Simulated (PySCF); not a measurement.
C3H3ClFSi (doublet state).
Cartesian coordinates in Å at the GFN2-xTB level; atoms count from 1:
```
atom  x, y, z in Å
F1    -1.1295   -1.9779    0.2224
C2    -1.1048   -0.7029   -0.3200
C3     0.0711    0.1853    0.0070
Si4    1.8462    0.3886   -0.1836
C5    -1.1191    0.4510    0.5727
Cl6   -2.0438    1.3821    1.6176
H7    -1.5790   -0.7471   -1.2951
H8     2.5438   -0.4419   -1.1400
H9     2.5287    1.4690    0.4939
```

The hyperfine couplings belong to this conformer and change with its torsions.

Identity: `F[C@@H]1C([SiH2])=C1Cl` [radical].

Computed with PySCF 2.14.0, UKS B3LYP, pcH-1 on C Cl F H Si, non-relativistic, mean-field spin-orbit, GIAO. The structure is a single GFN2-xTB conformer in the gas phase; no vibrational or solvent corrections. Couplings are sensitive to structure, and on GFN2-xTB geometries they can be far from those on DFT ones, by a factor of two or more for some ions and for spin on atoms past the first row. No stability test was run, so a lower SCF solution isn't excluded.

(1) Where do the isotropic ENDOR lines of F1, H8, H9 and H7 fall at 337.6 mT, to first order?

(2) Which pairs are centred on the nuclear Larmor frequency, and which on half the coupling?

(3) At what field would the lower line of F1 fall to zero frequency?

Answers

(1) For S = 1/2 in fast tumbling each set of equivalent nuclei gives two lines, ν± = |νn ± a/2| to first order, with νn = g_N μN B/h and μN/h = 7.62259 MHz/T.

```
nuclei  isotope     g_N  νn (MHz)  a_iso (MHz)  lower line (MHz)  upper line (MHz)
    F1      19F  5.2577     13.53        32.83              2.88             29.94
    H8       1H  5.5857     14.37       -46.07              8.66             37.41
    H9       1H  5.5857     14.37       -44.67              7.96             36.71
    H7       1H  5.5857     14.37        10.29              9.23             19.52
```

(2) Centred on νn, since |a| < 2νn: H7. Centred on |a|/2 and split by 2νn: F1, H8 and H9.

(3) Where νn = |a|/2, that is B = 16.41 MHz/(5.2577 × 7.62259 MHz/T) = 410 mT, as far as first order holds there.

Couplings of abundant isotopes left out: Cl6 (3.4 MHz).

H8 and H9 aren't averaged: Si4 is flat or nearly so (angle sum 360°), and its turn about the short Si4–C3 bond (1.80 Å) is taken as slow.

The run took 74 s of wall time (with the writing of density and orbital grids) on an AMD EPYC with one thread (shared host), and the process peaked at 0.76 GiB of memory.
